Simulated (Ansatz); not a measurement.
One change: `FC(F)[SiH3]` becomes `FC([SiH3])B[SiH3]`.

Ansatz, PBE0-D4/def2-TZVP geometries, multiplicity 1. Each molecule was computed in one conformer, which needn't be the lowest.

```
                             property  `FC(F)[SiH3]`
  HOMO energy (B3LYP/def2-TZVPP) / eV          -8.54
 HOMO–LUMO gap (PBE0/def2-TZVPP) / eV           9.04
    HOMO energy (PBE/def2-TZVPP) / eV          -7.16
  LUMO energy (B3LYP/def2-TZVPP) / eV           0.06
   LUMO energy (PBE0/def2-TZVPP) / eV           0.30
HOMO energy (ωB97M-V/def2-TZVPP) / eV         -11.06
```

Problem. Give the same properties after the change, and the shifts. (An estimate is asked.)

Solution. Ansatz gave: 
```csv
property,`FC([SiH3])B[SiH3]`,shift
HOMO energy (B3LYP/def2-TZVPP) / eV,-8.06,0.48
HOMO–LUMO gap (PBE0/def2-TZVPP) / eV,6.39,-2.65
HOMO energy (PBE/def2-TZVPP) / eV,-6.94,0.22
LUMO energy (B3LYP/def2-TZVPP) / eV,-2.03,-2.09
LUMO energy (PBE0/def2-TZVPP) / eV,-1.88,-2.18
HOMO energy (ωB97M-V/def2-TZVPP) / eV,-10.48,0.58
```

With PBE0 the HOMO rises by 0.47 eV and the LUMO falls by 2.18 eV, so the gap narrows by about 2.65 eV. PBE moves the HOMO by 0.22 eV and ωB97M-V by 0.58 eV.

B3LYP here is the variant with VWN-RPA as its local correlation; programs differ in this.
